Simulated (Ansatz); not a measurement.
The cluster Bi3S3⁺. The state is a singlet with charge 1. Geometry PBE-D4/def2-SVP.

```csv
atom,x (Å),y (Å),z (Å)
Bi1,-2.043,-0.287,-0.112
Bi2,-0.300,1.869,-1.466
Bi3,2.032,0.283,-0.407
S4,-0.709,-0.158,2.126
S5,-0.113,-0.774,-1.824
S6,1.133,-0.933,1.682
```

In the def2 sets Bi takes a core potential; there is no spin–orbit coupling. The restricted singlet is unstable towards broken spin symmetry in Hartree–Fock (as tested in another run); at PBE-D4/def2-SVP, BLYP-D4/def2-TZVP, r2SCAN-D4/def2-TZVP, PBE0-D4/def2-SVP and others this wasn't settled. Another isomer (singlet) lies 0.73 eV lower at PBE0-D4/def2-TZVP; other spin states weren't run for this one.

Question: Estimate the orbital energies around the gap (eV) in Ansatz with PBE-D4/def2-SVP, BLYP-D4/def2-TZVP, r2SCAN-D4/def2-TZVP, PBE0-D4/def2-SVP, PBE0-D4/def2-TZVP.

Answer: 
| orbital | PBE-D4/def2-SVP | BLYP-D4/def2-TZVP | r2SCAN-D4/def2-TZVP | PBE0-D4/def2-SVP | PBE0-D4/def2-TZVP |
| --- | --- | --- | --- | --- | --- |
| HOMO−13 | -20.60 | -20.23 | -21.03 | -22.50 | -22.29 |
| HOMO−12 | -19.28 | -19.00 | -19.70 | -21.00 | -20.84 |
| HOMO−11 | -18.62 | -18.30 | -18.91 | -20.14 | -19.96 |
| HOMO−10 | -18.25 | -17.98 | -18.63 | -19.88 | -19.73 |
| HOMO−9 | -13.59 | -13.18 | -13.75 | -14.72 | -14.52 |
| HOMO−8 | -12.86 | -12.49 | -13.06 | -14.08 | -13.93 |
| HOMO−7 | -12.73 | -12.35 | -12.92 | -13.91 | -13.75 |
| HOMO−6 | -12.35 | -12.00 | -12.54 | -13.41 | -13.27 |
| HOMO−5 | -11.94 | -11.63 | -12.15 | -13.07 | -12.95 |
| HOMO−4 | -11.52 | -11.21 | -11.71 | -12.60 | -12.47 |
| HOMO−3 | -10.75 | -10.45 | -10.90 | -11.70 | -11.57 |
| HOMO−2 | -10.39 | -10.11 | -10.54 | -11.29 | -11.17 |
| HOMO−1 | -9.65 | -9.41 | -9.79 | -10.54 | -10.43 |
| HOMO | -9.34 | -9.13 | -9.49 | -10.27 | -10.20 |
| LUMO | -7.58 | -7.42 | -7.54 | -7.05 | -6.98 |
| LUMO+1 | -7.40 | -7.21 | -7.26 | -6.81 | -6.71 |
| LUMO+2 | -7.04 | -6.88 | -6.91 | -6.43 | -6.34 |
| LUMO+3 | -6.79 | -6.63 | -6.64 | -6.16 | -6.10 |
| LUMO+4 | -6.56 | -6.39 | -6.39 | -5.87 | -5.81 |
| LUMO+5 | -6.31 | -6.18 | -6.08 | -5.64 | -5.58 |
